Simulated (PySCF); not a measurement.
Species: C5H10NO (doublet state).
Z-matrix (Å and degrees, GFN2-xTB geometry), rows numbered from 1:
```
C 
C   1  1.4834
C   2  1.5470  1  113.01
C   3  1.5296  2  112.75  1   -75.31
O   4  1.4122  3  114.80  2    63.45
C   5  1.4100  4  114.85  3   -68.68
N   1  1.3943  2  121.47  3    62.77
H   1  1.0754  2  119.72  3   -95.28
H   2  1.0962  1  111.12  3  -121.57
H   2  1.0908  1  108.30  3   120.50
H   3  1.0921  2  109.38  1   164.96
H   3  1.0917  2  109.28  1    46.46
H   4  1.1019  3  109.25  2   -59.71
H   4  1.0933  3  109.91  2  -178.81
H   6  1.0945  5  105.73  4  -154.89
H   6  1.1001  5  109.85  4   -37.14
H   7  1.0116  1  113.87  2  -143.58
```

As a line formula: `[CH]1CCCOCN1` [radical].

Method used: UKS B3LYP, pcH-1 on C H N O, non-relativistic, mean-field spin-orbit, GIAO in PySCF. One conformer (not necessarily the lowest) at the GFN2-xTB geometry, without solvent, vibrations or thermal averaging. Couplings are sensitive to structure, and on GFN2-xTB geometries they can be far from those on DFT ones. The SCF solution wasn't tested for stability.

Question: Match the computed a_iso(13C) values +118.1, +81.9, -19.5, +13.0, -1.5 MHz with the sites C1; C2; C3; C4; C6.

Answer: 
```
site  a_iso (MHz)  ρ(0) (bohr⁻³)                 position  distance from C1 (Å)  spin population  largest |T| (MHz)
  C1       +118.1        +0.1051  largest spin population                  0.00            +0.86              142.0
  C2        -19.5        -0.0173           1 bond from C1                  1.48            -0.06                3.0
  C3        +81.9        +0.0728          2 bonds from C1                  2.53            +0.04                9.0
  C4         -1.5        -0.0013          3 bonds from C1                  3.20             0.00                0.8
  C6        +13.0        +0.0116          2 bonds from C1                  2.46            +0.01                2.7
```

ρ(0) is the spin density at the nucleus and T the dipolar tensor; entries for several nuclei are means. The Mulliken spin populations are largest on C1 (+0.86) and N7 (+0.13). No atom but C1 exceeds +0.15. The angles at C1 add up to 356.5°, so it is nearly planar; its axial dipolar tensor and the negative coupling of its proton fit spin in a p orbital normal to that plane.

Class means assume fast exchange of nuclei equivalent by connectivity; if that motion is slow, each nucleus keeps its own coupling. The 1H value of +33.7 MHz is a mean of couplings from 2.9 to 64.4 MHz in this one geometry, not an average over conformers. The 1H value of +3.6 MHz is a mean of couplings from -2.5 to 9.7 MHz in this one geometry, not an average over conformers.

The run took 64 s of wall time (grids of density and orbitals included) on one thread of an Arm Neoverse V2, no GPU, shared host with 96 logical CPUs at a one-minute load of 88, and the process peaked at 0.97 GiB of memory.
